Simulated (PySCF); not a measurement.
Cl3Sb, SMILES [Cl][Sb-]([Cl])[Cl], charge -1, multiplicity 2.

Geometry: PBE-D3(BJ)/def2-SVPD. The def2 effective core potentials stand for the cores of Sb; spin–orbit coupling is left out.

Level of theory: PBE-D3(BJ)/def2-SVPD (PySCF 2.14.0).

Frequencies are harmonic and unscaled.

| mode | ν (cm⁻¹) | IR (km/mol) | moving atoms (share of kinetic energy) |
|---|---|---|---|
| 1 | 39 | 3.6 | Cl 79 %, Sb 21 % |
| 2 | 44 | 8.7 | Cl 58 %, Sb 42 % |
| 3 | 90 | 1.0 | Cl 95 % |
| 4 | 221 | 241.8 | Cl 60 %, Sb 40 % |
| 5 | 224 | 12.0 | Cl 98 % |
| 6 | 298 | 52.9 | Cl 77 %, Sb 23 % |
